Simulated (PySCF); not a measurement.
Computed shifts of a molecule C₃H₆O₂Si, PBE/pcSseg-1 in PySCF, GIAO, gas phase, atoms alike by connectivity averaged where their shifts nearly agree, in ppm (number of nuclei): ¹³C: 176.6 (1), 117.1 (1), 55.2 (1). ²⁹Si: -75.6 (1). ¹H: 7.11 (1), 4.27 (3), 3.57 (2). References: ¹³C against TMS (σ = 182.0 ppm); ¹⁷O against H2O (σ = 334.3 ppm); ²⁹Si against TMS (σ = 335.4 ppm); ¹H against TMS (σ = 31.49 ppm), references at their B3LYP-D3(BJ)/def2-TZVP geometries, non-relativistic. Geometry optimised at PBE0-D3(BJ)/def2-SVP. The values are those of a single conformer.

Task: Which molecule gave these data?
A) O=C1CC[SiH2]O1
B) C=C1OC([SiH3])O1
C) C1=C[SiH2]OCO1
D) O=C1COC[SiH2]1

Result: B, C=C1OC([SiH3])O1
